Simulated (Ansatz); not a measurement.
`C[Si]1(Cl)CS1`. The species carries charge 0 and has multiplicity 1.

```xyz
10

C     0.4399   -0.0530    1.5324
Si   -0.4889   -0.2674   -0.0498
Cl   -2.5022   -0.2689    0.3165
C     0.0680    0.4181   -1.6500
S     0.2384   -1.4570   -1.5844
H     0.1223    0.8601    2.0403
H     0.2533   -0.8984    2.1975
H     1.5097    0.0008    1.3237
H     1.0246    0.9240   -1.7434
H    -0.6651    0.7416   -2.3828
```

Problem. Give the diagnostics of a CCSD(T)/def2-TZVPP run (frozen core, Ansatz 0.2.0). (Estimate.)

Solution. Computed: T1 = 0.0106, largest single amplitude 0.014, largest double 0.021, (T) share of the correlation energy 4.5 %, 9 CCSD cycles. The RHF solution is stable towards an unrestricted one. T1 lies under the customary mark of 0.02 for closed shells.
